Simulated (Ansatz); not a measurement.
Species: F$_{3}$Si, SMILES `F[Si](F)F` (charge 0, multiplicity 2).

Question: Give a relaxed geometry from B3LYP-D3(BJ)/def2-TZVP run with Ansatz (a quantum-chemistry and plane-wave program).

Answer: the end point of this relaxation (outside a Z-matrix the atoms follow the SMILES, hydrogens last).
Z-matrix (Å, degrees):
```
Si
F 1 1.5883
F 1 1.5883 2 107.92
F 1 1.5883 2 107.92 3 -116.39
```
